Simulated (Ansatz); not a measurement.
Pd₄⁻. Charge -1, multiplicity 2. Geometry PBE-D4/def2-SVPD, basis def2-TZVPD, Ansatz.

```xyz
4

Pd    0.8714    1.3672   -0.1075
Pd    0.4299   -0.7563    1.3723
Pd    0.2713   -1.0202   -1.2357
Pd   -1.5726    0.4093   -0.0291
```

```tsv
run	HOMO (eV)	LUMO (eV)
A	1.02	1.10
B	0.19	2.06
C	-0.69	2.70
D	0.94	1.02
E	-1.89	3.80
```

In the def2 sets Pd takes a core potential; there is no spin–orbit coupling. LC-ωPBE has ω = 0.4 bohr⁻¹. HOMO above LUMO, or a gap near zero within one spin, warns that the state may not be the lowest or that an electron is smeared out. The structure comes from a short search, and lower isomers may exist.

HOMO and LUMO are taken over both spins.

The runs used BHLYP, BLYP, LC-ωPBE, PBE, PBE0. Estimate which is which.

A BLYP (0 % exact exchange); B PBE0 (25 % exact exchange); C BHLYP (50 % exact exchange); D PBE (0 % exact exchange); E LC-ωPBE (range-separated). Exact exchange lowers occupied and raises empty levels; among semilocal functionals meta-GGAs tend to open the gap a little, and such runs are hard to tell apart. The gap grows from 0.07 eV (BLYP) to 5.69 eV (LC-ωPBE). At BLYP-D4/def2-TZVPD, PBE0-D4/def2-TZVPD, PBE-D4/def2-TZVPD, LC-ωPBE/def2-TZVPD the charge -1 doublet is spin-contaminated (final ⟨S²⟩ up to 0.91, 0.75 for a pure state). At BLYP-D4/def2-TZVPD, PBE0-D4/def2-TZVPD, PBE-D4/def2-TZVPD the highest occupied level of the charge -1 doublet lies above zero (up to 1.02 eV). By energy differences its removal costs 1.27 eV (vertical, to the charge 0 triplet, at PBE0-D4/def2-TZVPD). At BLYP-D4/def2-TZVPD, PBE-D4/def2-TZVPD the gap within one spin of the charge -1 doublet nearly closes, so an electron or hole may be smeared out by delocalisation error.
